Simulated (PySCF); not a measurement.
## A survey of ¹⁷O NMR shifts

- shieldings: GIAO PBE0/pcSseg-1
- GFN2-xTB geometry
- code: PySCF
- relativity neglected, one computed conformer, rapidly exchanging positions averaged, no solvent

Shieldings were converted by a linear fit to measured shifts: ¹⁷O: δ = 266.70 − 0.911σ (rms 10.7 ppm, 155 shifts, 12.2 ppm with the 3 outliers that the fit left out vs liquid water, solution or neat liquid). Occasional misses reach two or three times the rms, and more in compound classes unlike the fitted ones.

(1) Give the ¹⁷O shifts of `COc1nnsc1C(F)(F)F`, `O[SiH]1CCC1`, `O[SiH]1CCC1`.

(2) Order these by ¹⁷O shift, lowest first.
A. [SiH3]C[C@H]1CO1
B. C=CC[C@H](C)C(=O)F
C. C[C@@]12CCC[C@]1(F)O2

Results:

(1) 
```csv
compound,environment,δ (ppm)
COc1nnsc1C(F)(F)F,ether oxygen,51.6
O[SiH]1CCC1,"oxygen bonded to Si, H",11.0
O[SiH]1CCC1,"oxygen bonded to Si, H",11.0
```

(2) A (-11.8 ppm, ether oxygen), C (40.4 ppm, ether oxygen), B (368.4 ppm, carbonyl oxygen).
